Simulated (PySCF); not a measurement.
**Titanium: a sound run and one with changed settings**

Sound run: Ti+ [Ar] 3d2 4s1, Ti(2+) [Ar] 3d2. Computed with PySCF 2.14 in cc-pVDZ, with no relativity, point nucleus. In the sound run the correlated levels freeze [Ar]. The sound run starts from symmetry-adapted Hartree-Fock orbitals and uses a fine grid where one is needed.

Changed run: scalar relativity by spin-free X2C-1e. This setting is unsound on purpose.

| species | method | sound run (hartree) | changed run (hartree) | converged |
| --- | --- | --- | --- | --- |
| Ti+ | UHF | -848.20662 | -851.89294 | yes |
| Ti+ | M06-L | -849.05316 | -852.73988 | yes |
| Ti+ | TPSS | -849.13824 | -852.82426 | yes |
| Ti+ | MP2 | -848.21454 | -851.90093 | yes |
| Ti(2+) | UHF | -847.73378 | -851.41729 | yes |
| Ti(2+) | M06-L | -848.58265 | -852.26605 | yes |
| Ti(2+) | TPSS | -848.63916 | -852.32179 | yes |
| Ti(2+) | MP2 | -847.73645 | -851.41998 | yes |

Ionisation energy of Ti+:

| method | sound run (eV) | changed run (eV) |
| --- | --- | --- |
| UHF | 12.867 | 12.943 |
| M06-L | 12.803 | 12.894 |
| TPSS | 13.581 | 13.673 |
| MP2 | 13.009 | 13.087 |
| SCS-MP2 | 12.914 | 12.991 |

Most of the change in total energy is the relativistic energy itself. On top of that the contraction fixes the core shape for the Hamiltonian it was made with, so the changed run is not a good calculation with the other Hamiltonian either.

For comparison, NIST gives 13.575 eV between the lowest levels.
